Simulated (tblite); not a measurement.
Level: GFN2-xTB in tblite, geometry and Hessian alike; calculated harmonic values, unscaled, isolated species. This tight-binding method is rough: wavenumbers can miss measured ones by several per cent, in bad cases by 10 to 20. Modes of hydrogen on silicon and sulfur can be 10 to 20 % off. One conformer each. Open shells enter through the occupations alone, without spin polarisation, and single modes of such species can be off by tens of per cent. Thermal functions are those of the rigid rotor and harmonic oscillator, without mixing of conformers.

Problem. Order these by their ideal-gas entropy at 500 K and 1 bar, highest first (J/(mol K)).
A. `O[CH]/C(Cl)=C\[SiH3]` [radical]
B. `[NH2+][C@H]1C[C@@H](CS)C1` [radical]
C. `[CH2][C@@H](CC#N)CCC` [radical]
D. `[H]/N=C1/C[C@@H](C[CH2])[C@H]1C` [radical]
E. `C(=S)c1c(ccccc1)=O`

Solution. C (522.9), D (498.5), E (491.2), B (482.9), A (457.3).

```json
{"SMILES": "[CH2][C@@H](CC#N)CCC", "atoms": "20", "mass (u)": "110.10", "symmetry number": "1", "modes under 300 cm⁻¹": "8", "ZPE (kJ/mol)": "446.7", "S translation (J/(mol K))": "178.2", "S rotation": "128.1", "S vibration": "210.7", "S spin": "5.8", "S": "522.9", "Cp": "237.0"}
{"SMILES": "[H]/N=C1/C[C@@H](C[CH2])[C@H]1C", "atoms": "20", "mass (u)": "110.10", "symmetry number": "1", "modes under 300 cm⁻¹": "7", "ZPE (kJ/mol)": "447.2", "S translation (J/(mol K))": "178.2", "S rotation": "124.6", "S vibration": "190.0", "S spin": "5.8", "S": "498.5", "Cp": "235.9"}
{"SMILES": "O=c1cccccc1C=S", "atoms": "16", "mass (u)": "150.01", "symmetry number": "1", "modes under 300 cm⁻¹": "6", "ZPE (kJ/mol)": "295.4", "S translation (J/(mol K))": "182.1", "S rotation": "132.5", "S vibration": "176.7", "S spin": "0.0", "S": "491.2", "Cp": "216.0"}
{"SMILES": "[NH2+][C@H]1C[C@@H](CS)C1", "atoms": "18", "mass (u)": "117.06", "symmetry number": "1", "modes under 300 cm⁻¹": "5", "ZPE (kJ/mol)": "391.7", "S translation (J/(mol K))": "179.0", "S rotation": "124.9", "S vibration": "173.2", "S spin": "5.8", "S": "482.9", "Cp": "219.6"}
{"SMILES": "O[CH]/C(Cl)=C\\[SiH3]", "atoms": "12", "mass (u)": "120.99", "symmetry number": "1", "modes under 300 cm⁻¹": "5", "ZPE (kJ/mol)": "196.4", "S translation (J/(mol K))": "179.4", "S rotation": "126.2", "S vibration": "145.9", "S spin": "5.8", "S": "457.3", "Cp": "176.7"}
```

Entropies and Cp are for 500 K and 1 bar.
